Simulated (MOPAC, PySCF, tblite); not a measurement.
Bond stretch in OH (anion, charge -1), singlet. Each curve is given relative to its own lowest point near equilibrium.

```tsv
R / Å	A	B	C
0.73	61.1	62.6	5.0
0.77	37.6	39.0	2.3
0.83	15.7	16.4	0.3
0.87	7.4	7.7	0.0
0.91	2.7	2.6	0.4
0.95	0.4	0.3	1.5
0.97	0.0	0.0	2.3
0.98	0.0	0.0	2.7
1.02	0.7	1.0	5.1
1.07	3.1	4.0	9.1
1.12	6.6	8.3	14.1
1.20	13.5	16.7	24.2
1.31	24.5	29.5	41.2
1.46	40.0	46.3	68.0
1.60	53.6	59.9	93.8
1.72	64.0	69.4	115.1
1.94	79.5	81.9	149.2
2.12	89.1	87.4	171.6
2.39	99.0	87.1	196.4
2.61	104.1	77.3	210.4
2.87	107.6	48.8	221.8
3.40	—	—	235.0
3.85	—	—	240.9
```

Energies in kcal/mol.

Task: Assign the columns to these levels of theory: GFN2-xTB, 300 K electronic temperature in tblite; PM6, restricted, heats of formation in MOPAC; CCSD(T) on RHF/aug-cc-pVDZ, 1 core orbital frozen (PySCF).

Result: A is GFN2-xTB; B is RCCSD(T); C is PM6.

A dash means that the run gave no value there, or that the column was ended at a point which the program doubted or which failed a test of continuity chosen for this set; such a test can also cut sound points.

The restricted form behind PM6 keeps the bonding electrons paired and can't separate into open-shell fragments. Where the anion isn't bound against loss of the electron, the finite basis alone holds it. The T1 diagnostic of CCSD on the restricted reference of RCCSD(T) exceeds 0.045 at 1.46 to 3.85 Å.
